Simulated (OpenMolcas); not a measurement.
Cr4+ (d2) on a cation site of an ionic host was computed by SS-CASPT2, IPEA 0.25 Eh, imaginary shift 0.1 Eh with the d shell active (OpenMolcas, ANO-RCC-VTZP on the metal). Its lowest spin-free states, and all those of the highest spin:

```tsv
2S+1	Degeneracy	E (cm-1)
3	3	0
1	3	8110
1	2	8610
1	1	20620
3	3	24750
1	3	31440
3	3	32280
1	3	34280
3	1	52510
1	2	56550
1	1	63730
```

Q: Is the site octahedral, tetrahedral or cube-like, axial, or of lower symmetry?

A: The states with 2S+1 = 3 have orbital degeneracies 3, 3, 3, 1. Threefold states need a cubic site. For d2 at this spin an octahedron puts the threefold T1 below the threefold T2 and a tetrahedron or cube puts the single A2 below the threefold T2, so the site is octahedral. The run had Cr4+ with its 6 nearest chloride ions at 2.31 Å, on the Zr site of Cs2ZrCl6 (a = 10.407 Å, distance in the model lattice 2.446 Å). The rest of the host is ab initio model potentials to 7.6 Å and point charges beyond; the distance is set by hand and nothing relaxes. Ligand basis ANO-RCC-VDZP.

Roots that are degenerate in the reference are averaged as groups; the widest CASPT2 spread within a group is 330 cm-1 (the 3-fold group of multiplicity 1 near 34300 cm-1 above the lowest state of its run). Shifts and gaps below about the spread of the groups concerned are not significant. Over all roots computed the reference weight is 0.61 to 0.64; a low but even weight reflects the number of correlated electrons. An orbital triplet at a regular site is open to Jahn-Teller coupling, which can distort the site and quench the lowest spin-orbit gaps and is left out. The least metal-like active orbital is 73 % on the metal (Löwdin) and no ligand orbital is active, so the numbers are rough. Ligand-to-metal charge-transfer states are missing. These CASPT2 states fit no ligand-field parameters well, so their order and spin gaps are uncertain. With no ligand orbital active B as a rule stays too high, so bands that hang on it stand too high and its fall with covalency is understated. With one d shell and no ligand orbital active, 10Dq can be off by a tenth or more. The distance lies 2 % under the 2.357 Å that this model takes as the normal distance (a Shannon-type radius plus a fixed donor radius, weighted with the host); by an R⁻⁵ law this alone changes a d-shell field by about +11 %. No measured value stands beside these numbers; the geometry was set by hand and not optimised.
